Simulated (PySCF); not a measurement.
PySCF 2.14 output of an unrestricted PBE calculation on a single atom or ion in aug-cc-pVDZ-DK, with the spin-free X2C one-electron Hamiltonian (Gaussian nucleus):

```
SCF conv_tol = 1e-09
number electrons alpha = 8  beta = 5
    J. P. Perdew, K. Burke, and M. Ernzerhof.,  Phys. Rev. Lett. 77, 3865 (1996)
    J. P. Perdew, K. Burke, and M. Ernzerhof.,  Phys. Rev. Lett. 78, 1396 (1997)
    J. P. Perdew, K. Burke, and M. Ernzerhof.,  Phys. Rev. Lett. 77, 3865 (1996)
    J. P. Perdew, K. Burke, and M. Ernzerhof.,  Phys. Rev. Lett. 78, 1396 (1997)
cycle= 1 E= -242.531976162747  delta_E= -0.00265  |g|= 0.01  |ddm|= 0.356
cycle= 2 E= -242.532009569767  delta_E= -3.34e-05  |g|= 0.00157  |ddm|= 0.0258
cycle= 3 E= -242.532010314248  delta_E= -7.44e-07  |g|= 7.54e-05  |ddm|= 0.00407
cycle= 4 E= -242.532010323885  delta_E= -9.64e-09  |g|= 8.11e-06  |ddm|= 0.00132
cycle= 5 E= -242.53201032399  delta_E= -1.05e-10  |g|= 5e-08  |ddm|= 8.17e-05
converged SCF energy = -242.53201032399  <S^2> = 3.7500143  2S+1 = 4.0000072
```

The run itself started from symmetry-adapted Hartree-Fock orbitals and held the occupation by maximum overlap, on a logarithmic radial grid, so the iterations belong to that start.

Q: Which element, charge and spin multiplicity is this?

A: Al (aluminium, neutral), multiplicity 4; the state was [Ne] 3s1 3p2, high-spin 4P determinant (an excited configuration).
